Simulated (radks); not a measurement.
Problem. These are the eigenvalues of the occupied orbitals of an atom or ion with whole-number occupations (eV). All-electron calculation, non-relativistic Kohn-Sham, PBE, spin-polarised, spherical densities, point nucleus. Program: a radial shooting solver on a logarithmic mesh with Libxc functionals.

1s up: -45551.18
1s down: -45551.17
2s up: -7226.397
2s down: -7226.322
2p up: -6869.036
2p down: -6868.993
3s up: -1587.610
3s down: -1584.692
3p up: -1429.196
3p down: -1426.535
3d up: -1133.995
3d down: -1132.075
4s up: -315.2248
4s down: -309.4000
4p up: -253.8407
4p down: -248.0218
4d up: -144.7787
4d down: -138.9811
5s up: -46.1516
5s down: -43.3859
5p up: -29.8589
5p down: -27.6511
4f up: -13.7293
6s up: -8.3894

Which element is it, and in what charge state? The configuration may be excited. Open shells, if any, are filled with parallel spins first.

Solution. Z = 63, europium, charge +1: Eu+ in [Xe] 4f7 6s1. The list shows which subshells hold electrons but not how many an open one holds; the 1s level, -1674 hartree, gives Z - s = 57.9 by -(Z - s)^2/2, which with screening narrows Z to a few neighbours, and the depths of the outer levels then fix element, charge and occupations together.
